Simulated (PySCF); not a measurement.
# Electron correlation in C³⁺ (carbon, charge +3)

[He] 2s1, 2S determinant. All numbers are calculated (PySCF 2.14, scalar relativity by spin-free X2C-1e, in x2c-QZVPPall (7s4p3d2f1g, 57 functions)). Frozen: nothing; 3 electrons correlated.

| level | correlation energy (mhartree) |
| --- | --- |
| CCSD | -19.03 |
| (T) | -0.01 |
| CCSD(T) | -19.04 |

Diagnostics: T1 = 0.00046, D1 = 0.0008, largest double amplitude 0.006.

Question: Is a single reference adequate?

Answer: Yes: T1 lies below 0.03 and no double amplitude reaches 0.07.

This basis was not built for core-valence correlation, so the inner-shell part is incomplete.
